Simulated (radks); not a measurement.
Species: Ge II. Configuration: [Ar] 3d10 4s2 4p1. Method: Dirac Kohn-Sham, PBE, spin-unpolarised, spherical densities, point nucleus; open shells are shared between the two j in proportion to 2j + 1; computed with a radial shooting solver on a logarithmic mesh with Libxc functionals. Some entries of the table are withheld. Estimate them.

| orbital | occ. | eigenvalue (hartree) | r(max) (bohr) | <r^2> (bohr^2) |
|---|---|---|---|---|
| 1s1/2 | 2 | -403.0299 | (1) | 0.002973 |
| 2s1/2 | 2 | -50.72402 | 0.1761 | 0.05197 |
| 2p1/2 | 2 | -45.15391 | (2) | 0.04034 |
| 2p3/2 | 4 | -43.98256 | (3) | 0.04183 |
| 3s1/2 | 2 | -6.52154 | 0.5425 | (4) |
| 3p1/2 | 2 | -4.68535 | 0.5376 | 0.4821 |
| 3p3/2 | 4 | -4.52820 | 0.5460 | 0.4983 |
| 3d3/2 | 4 | -1.42079 | (5) | 0.6862 |
| 3d5/2 | 6 | -1.39927 | (6) | 0.6964 |
| 4s1/2 | 2 | -0.72970 | (7) | 4.724 |
| 4p1/2 | 0.333333 | -0.41916 | 2.064 | (8) |
| 4p3/2 | 0.666667 | -0.41021 | 2.097 | (9) |

Answer. 
(1) 1s1/2 r(max) (bohr): 0.03072
(2) 2p1/2 r(max) (bohr): 0.1392
(3) 2p3/2 r(max) (bohr): 0.1421
(4) 3s1/2 <r^2> (bohr^2): 0.4495
(5) 3d3/2 r(max) (bohr): 0.5021
(6) 3d5/2 r(max) (bohr): 0.5049
(7) 4s1/2 r(max) (bohr): 1.712
(8) 4p1/2 <r^2> (bohr^2): 7.433
(9) 4p3/2 <r^2> (bohr^2): 7.661
